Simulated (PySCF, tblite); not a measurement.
One entry of a table of gas-phase calculations, keyed by method. Lists by class give the value and the number of equivalent atoms.

```json
{
 "formula": "C6H13FOSi2",
 "smiles": "CCO[C@@H](F)[Si@@H]1CC=C[SiH2]1",
 "inchi": "InChI=1S/C6H13FOSi2/c1-2-8-6(7)10-5-3-4-9-10/h3-4,6,10H,2,5,9H2,1H3/t6-,10+/m1/s1",
 "charge": 0,
 "multiplicity": 1,
 "geometry_level": "GFN2-xTB",
 "atoms_angstrom": [
  ["C", 3.831, 0.201, 1.03],
  ["C", 2.795, 0.918, 0.184],
  ["O", 1.688, 0.044, -0.016],
  ["C", 0.627, 0.582, -0.7],
  ["F", 1.004, 0.88, -2.013],
  ["Si", -0.726, -0.791, -0.674],
  ["C", -2.337, -0.124, -1.483],
  ["C", -3.454, -0.092, -0.486],
  ["C", -3.341, -0.478, 0.781],
  ["Si", -1.674, -1.105, 1.407],
  ["H", 3.404, -0.068, 1.992],
  ["H", 4.691, 0.846, 1.185],
  ["H", 4.151, -0.707, 0.527],
  ["H", 3.218, 1.2, -0.789],
  ["H", 2.443, 1.832, 0.687],
  ["H", 0.323, 1.56, -0.285],
  ["H", -0.158, -1.871, -1.49],
  ["H", -2.212, 0.878, -1.904],
  ["H", -2.647, -0.754, -2.32],
  ["H", -4.402, 0.276, -0.87],
  ["H", -4.208, -0.422, 1.425],
  ["H", -1.804, -2.484, 1.891],
  ["H", -1.218, -0.292, 2.544]
 ],
 "electronic_structure_code": "PySCF",
 "results": {
  "GFN2-xTB geometry": {
   "point_group": "C1",
   "rotational_constants_GHz": [1.711, 0.525, 0.43]
  },
  "PBE0/pcSseg-1 ground state and GIAO shieldings, non-relativistic": {
   "dipole_D": 1.24,
   "homo_eV": -7.56,
   "lumo_eV": -0.31,
   "shift_vs_computed_TMS_C_by_class_ppm": [
    [161.3, 1],
    [132.7, 1],
    [119.9, 1],
    [70.4, 1],
    [23.4, 1],
    [17.4, 1]
   ],
   "shift_vs_computed_TMS_H_by_class_ppm": [
    [7.2, 1],
    [6.32, 1],
    [5.69, 1],
    [4.47, 1],
    [4.36, 1],
    [4.22, 1],
    [4.21, 1],
    [3.37, 1],
    [2.08, 1],
    [2.06, 1],
    [1.34, 3]
   ],
   "shielding_other_nuclei_by_class_ppm": [
    ["O", 225.4, 1],
    ["F", 341.0, 1],
    ["Si", 385.3, 1],
    ["Si", 425.6, 1]
   ],
   "charges_hirshfeld_e_by_atom": [-0.12, 0.01, -0.13, 0.03, -0.13, 0.27, -0.16, -0.03, -0.16, 0.23, 0.04, 0.05, 0.05, 0.04, 0.04, 0.03, -0.07, 0.05, 0.05, 0.04, 0.04, -0.08, -0.07]
  },
  "GFN2-xTB harmonic vibrations, gas phase": {
   "strongest_ir_bands_cm-1_km_per_mol_modes": [
    [680.9, 140.1, 1],
    [808.4, 223.8, 1],
    [922.8, 131.7, 1],
    [2180.1, 233.6, 1],
    [2207.1, 268.1, 1],
    [2209.9, 393.6, 1]
   ],
   "zpe_kcal_per_mol": 107.7
  }
 }
}
```

The rotational constants make it an asymmetric top with κ = (2B − A − C)/(A − C) = -0.85, nearer the prolate limit (−1). With B = h/(8π²I), that is 505.379 GHz u Å² over I, the principal moments of inertia are 295.3, 963.0 and 1174.7 u Å² (most abundant isotopes). The dipole matches unit charges of opposite sign 0.26 Å apart (1 e·Å = 4.8032 D).

 NMR classes are plain means over equivalent atoms (diastereotopic ones count apart unless rotation or inversion swaps them), as if these changed places fast; in this geometry the members of some classes differ.

One conformer stands for the species.
